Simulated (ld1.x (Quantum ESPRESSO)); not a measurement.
# What the settings do to the TM potential of P (Z = 15)

Base potential:

```
Element                 : phosphorus (P)
Generator               : ld1.x (Quantum ESPRESSO) 7.5
Type                    : norm-conserving Troullier–Martins (Kleinman–Bylander form)
Functional              : PBEsol
Relativity              : scalar-relativistic
Frozen core             : [Ne]
Valence charge          : 5
Reference configuration : 3s2 3p3
Partial waves           : 3p (bound): rc 1.20 bohr; 3s (bound): rc 1.40 bohr
Local potential         : the s channel
Core correction         : none
```

Cutoffs, loose and tight: the cutoffs (Ry, on a coarse ladder) from which the occupation-weighted sum of valence levels, in a spherical-Bessel basis at the reference potential, stays within 10 and 1 mRy of its value at 400 Ry. They do not see the model core or the augmentation charge, which bear on the density cutoff. Test errors are all-electron minus pseudo excitation energies from the reference, over the configurations 3s2 3p2; 3s2 3p1; 3s2 3p0; 3s2 3p2.5; 3s2 3p3.3; 3s1 3p4; 3s1 3p0. A dash means not determined; rows that change the core or the reference have their own tests.

A true bound ghost makes a file unfit for plane-wave use even where its test errors are small: the radial tests pick states by their node count and pass the ghost by.

| change | outcome | cutoff, loose | cutoff, tight | bound ghosts | largest test error (meV) |
| --- | --- | --- | --- | --- | --- |
| base | generated | 70 Ry | 100 Ry | none | +190 |
| wave 3p (bound): rc 1.20 bohr becomes 3p (bound): rc 1.38 bohr | generated | 45 Ry | 90 Ry | none | +211 |
| core correction a·sin(br)/r model core inside 0.92 bohr | generated | 70 Ry | 100 Ry | none | +96 |
| all radii scaled by about 1.22 (s 1.72, p 1.46 bohr) | generated | 35 Ry | 55 Ry | none | +222 |
| functional PBE | generated | 70 Ry | 100 Ry | none | +175 |
| wave 3s (bound): rc 1.40 bohr becomes 3s (bound): rc 1.34 bohr | generated | 70 Ry | 110 Ry | none | +191 |
| type ultrasoft; waves now 3s (bound): rcut 1.20, rcutus 1.40 bohr; 3s channel at -0.6 Ry: rcut 1.20, rcutus 1.40 bohr; 3p (bound): rcut 1.05, rcutus 1.20 bohr; 3p channel at 0.45 Ry: rcut 1.05, rcutus 1.20 bohr; local potential all-electron potential smoothed inside 1.00 bohr (lloc = -2); augmentation built from norm-conserving waves at rcut, not smoothed further | generated | 35 Ry | 45 Ry | p | +148 |
| non-relativistic | generated | 70 Ry | 100 Ry | none | +194 |
| wave 3p (bound): rc 1.20 bohr becomes 3p (bound): rc 0.96 bohr | generated | 300 Ry | over 300 Ry | none | +217 |
| functional LDA (PZ) | generated | 70 Ry | 100 Ry | none | +453 |
| local potential the p channel | generated | 70 Ry | 100 Ry | none | +196 |
